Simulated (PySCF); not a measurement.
C5H8Si, SMILES C#C[C@H]1[C@H](C1)[SiH3].

Geometry: ωB97X-D3(BJ)/def2-SVP. The structure was generated by enumeration; whether it is a known compound was not checked.

These are TDDFT-PBE/def2-SVPD run with PySCF 2.14.0 values and carry that method's errors.

Vertical excitations. Gas-phase values at a fixed geometry.

```
state  energy (eV)  λ (nm)      f                                            main pairs
-----  -----------  ------  -----  ----------------------------------------------------
S1            5.81     213  0.003                                        HOMO→LUMO 99 %
S2            6.21     200  0.002                    HOMO−1→LUMO 59 %, HOMO→LUMO+1 39 %
S3            6.35     195  0.011                                      HOMO→LUMO+2 95 %
S4            6.51     190  0.001                                    HOMO−1→LUMO+1 87 %
S5            6.54     189  0.035  HOMO→LUMO+3 58 %, HOMO→LUMO+1 12 %, HOMO−1→LUMO 10 %
S6            6.67     186  0.005                                      HOMO→LUMO+4 94 %
S7            6.71     185  0.012                  HOMO−1→LUMO+2 75 %, HOMO→LUMO+3 15 %
S8            6.86     181  0.013                                      HOMO→LUMO+5 97 %
S9            6.91     179  0.030                                    HOMO−1→LUMO+3 73 %
S10           7.02     177  0.005                                    HOMO−1→LUMO+4 96 %
T1            5.16     240      0                    HOMO→LUMO+1 53 %, HOMO−1→LUMO 30 %
T2            5.45     228      0                    HOMO→LUMO 79 %, HOMO−1→LUMO+1 13 %
T3            5.56     223      0                    HOMO−1→LUMO 53 %, HOMO→LUMO+1 37 %
T4            6.11     203      0  HOMO−1→LUMO+1 55 %, HOMO→LUMO+2 19 %, HOMO→LUMO 19 %
```
Triplets are in the Tamm–Dancoff approximation, which puts them higher than full response would, so one can lie above its singlet here.
